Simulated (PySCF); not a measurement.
C₁₀H₁₀.
SMILES with atom numbers: `[CH2:1]=[CH:2][C:3]1=[CH:4]/[CH:5]=[CH:6]\[CH:7]=[CH:8]/[CH:9]=[CH:10]\1` (hydrogens: H11, H12 on C1; H13 on C2; H14 on C4; H15 on C5; H16 on C6; H17 on C7; H18 on C8; H19 on C9; H20 on C10)

A GFN2-xTB structure was refined with PySCF, PBE0-D3(BJ)/def2-SVP geometry optimisation, gas phase. Its GFN2-xTB values:

```json
{"coordinate": "C1=C2", "GFN2-xTB": "1.324 Å"}
{"coordinate": "C1–H11", "GFN2-xTB": "1.108 Å"}
{"coordinate": "C1–H12", "GFN2-xTB": "1.066 Å"}
{"coordinate": "C2–H13", "GFN2-xTB": "1.067 Å"}
{"coordinate": "C3=C4", "GFN2-xTB": "1.313 Å"}
{"coordinate": "C4–C5", "GFN2-xTB": "1.491 Å"}
{"coordinate": "C4–H14", "GFN2-xTB": "1.057 Å"}
{"coordinate": "C5=C6", "GFN2-xTB": "1.335 Å"}
{"coordinate": "C6–C7", "GFN2-xTB": "1.455 Å"}
{"coordinate": "C6–H16", "GFN2-xTB": "1.082 Å"}
{"coordinate": "C7=C8", "GFN2-xTB": "1.336 Å"}
{"coordinate": "C7–H17", "GFN2-xTB": "1.090 Å"}
{"coordinate": "C8–H18", "GFN2-xTB": "1.085 Å"}
{"coordinate": "C9=C10", "GFN2-xTB": "1.326 Å"}
{"coordinate": "C9–H19", "GFN2-xTB": "1.065 Å"}
{"coordinate": "C10–H20", "GFN2-xTB": "1.070 Å"}
{"coordinate": "C3–C4–C5", "GFN2-xTB": "125.2°"}
{"coordinate": "C3–C10–C9", "GFN2-xTB": "125.0°"}
{"coordinate": "C4–C3–C10", "GFN2-xTB": "124.2°"}
{"coordinate": "C4–C5–C6", "GFN2-xTB": "126.0°"}
{"coordinate": "C5–C6–C7", "GFN2-xTB": "125.5°"}
{"coordinate": "C6–C7–C8", "GFN2-xTB": "126.0°"}
{"coordinate": "C7–C8–C9", "GFN2-xTB": "124.1°"}
{"coordinate": "C8–C9–C10", "GFN2-xTB": "124.0°"}
{"coordinate": "C1–C2–C3–C4", "GFN2-xTB": "179°"}
{"coordinate": "C2–C3–C10–C9", "GFN2-xTB": "121°"}
{"coordinate": "C5–C6–C7–C8", "GFN2-xTB": "-59°"}
{"coordinate": "C7–C8–C9–C10", "GFN2-xTB": "62°"}
```

Q: How do these coordinates change at the PBE0-D3(BJ)/def2-SVP level?

A: 
```csv
coordinate,PBE0-D3(BJ)/def2-SVP (Å or °),change
C4–H14,1.098,+0.041
C3=C4,1.353,+0.040
C9–H19,1.098,+0.033
C4–C5,1.461,-0.030
C2–H13,1.096,+0.029
C10–H20,1.097,+0.027
C1–H12,1.092,+0.026
C1=C2,1.341,+0.017
C1–H11,1.093,-0.015
C6–H16,1.097,+0.015
C9=C10,1.339,+0.013
C8–H18,1.097,+0.012
C5=C6,1.345,+0.010
C6–C7,1.465,+0.010
C7–H17,1.097,+0.007
C7=C8,1.343,+0.007
C8–C9–C10,126.9,+2.9
C3–C4–C5,128.1,+2.9
C3–C10–C9,127.2,+2.2
C7–C8–C9,126.0,+1.9
C5–C6–C7,127.4,+1.9
C4–C5–C6,127.3,+1.3
C6–C7–C8,127.0,+1.0
C4–C3–C10,123.4,-0.8
C7–C8–C9–C10,57,-5
C5–C6–C7–C8,-54,+5
C2–C3–C10–C9,125,+4
C1–C2–C3–C4,177,-2
```

The energy falls by 5.8 kcal/mol over 8 energy and gradient evaluations, the largest force component goes from 0.0585 to 1.4e-04 Eh/bohr, and the atoms move by 0.114 Å rms after alignment. Among the bonds, C3=C4 and C4–H14 change most and about equally (+0.040 to +0.041 Å). Bonds longer at the end by more than 0.005 Å: 14 of 20; shorter: 3. Rotational constants go from 2421, 1108, 871.0 to 2399, 1070, 829.4 MHz.

The run used 190 basis functions and 55 SCF cycles in all.

No PBE0-D3(BJ)/def2-SVP frequencies stand behind this structure, so it isn't proved a minimum. One conformer, not necessarily the lowest.

Conformer computed: `[CH2:1]=[CH:2][C:3]1=[CH:4]/[CH:5]=[CH:6]\[CH:7]=[CH:8]/[CH:9]=[CH:10]\1`: C1–C2–C3–C4 177°.
